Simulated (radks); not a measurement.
Spherical jellium clusters: N electrons in a uniform positive sphere of charge N and radius rs N^(1/3), rs = 4.84 bohr. Method: non-relativistic Kohn-Sham, PBEsol, spin-polarised, spherical densities; computed with a radial shooting solver with Libxc functionals. Levels are named by radial order and angular momentum (1s, 1p, 1d, 2s, ...), and open shells are averaged over m.

N = 8, configuration 1s2 1p6. This is the lowest configuration that the search found. Occupied and some empty levels:

| level | occupation | eigenvalue (eV) | <r> (bohr) |
|---|---|---|---|
| 1s | 2 | -3.6014 | 6.474 |
| 1p | 6 | -2.7607 | 7.701 |
| 1d | 0 | -1.7118 | 8.786 |
| 2s | 0 | -1.2558 | 8.339 |
| 1f | 0 | -0.56458 | 10.17 |

Energy (eV): total -14.4326, kinetic 9.4939, external -213.45, Hartree 105.88, exchange-correlation -24.300, background 107.95.

Electron density:

| r (bohr) | n(r) (e/bohr^3) |
|---|---|
| 1.09 | 0.001411 |
| 2.26 | 0.001783 |
| 3.43 | 0.002255 |
| 4.60 | 0.002615 |
| 5.77 | 0.002650 |
| 6.94 | 0.002266 |
| 8.11 | 0.001579 |
| 9.28 | 0.0008750 |
| 10.4 | 0.0003859 |
| 11.6 | 0.0001448 |
| 12.8 | 0.00005025 |
| 14.0 | 0.00001681 |
| 15.1 | 5.494e-06 |
